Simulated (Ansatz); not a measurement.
Reaction (cleavage of the Si–Ge bond): `[SiH3][GeH]1[CH2][Se]1` + `NBS` → `[SiH3]NBS` + `[CH2]1[GeH2][Se]1`

Isolated molecules relaxed with PBE0-D4/def2-TZVP in Ansatz; ΔE leaves out vibrations. CBS: MP2 limit from def2 TZ/QZ plus the TZ coupled-cluster correction, frozen cores. Functionals use def2-TZVPP. For Ge, Se outer-core shells are correlated without core-valence functions, which leaves a few kJ/mol of doubt a bond. Scalar relativity is left out up to krypton. Each species was taken in one conformer, which may not be the lowest.

```
             level  ΔE (kJ/mol)
            PBE-D4          3.4
         r2SCAN-D4         -7.4
           PBE0-D4         -1.9
   CCSD/def2-TZVPP        -16.5
CCSD(T)/def2-TZVPP        -14.3
     HF/def2-QZVPP        -32.2
    MP2/def2-QZVPP        -15.3
      HF/CBS(def2)        -32.5
```

Task: What does CCSD(T)/CBS give? (Estimate.)

Result: Computed: -12.4 kJ/mol. The listed levels differ from it by 15.8, 5.0, 10.5, -4.1, -1.9, -19.8, -2.9, -20.1 kJ/mol.

Largest T1 diagnostic among the species: 0.012.

In def2-TZVPP, CCSD(T) changes the Hartree–Fock value by +16.1 kJ/mol (the triples alone add +2.2 kJ/mol) and MP2 by +14.7 kJ/mol. From PBE to PBE0 (25 % exact exchange), in def2-TZVPP and without D4, ΔE moves by −5.5 kJ/mol.
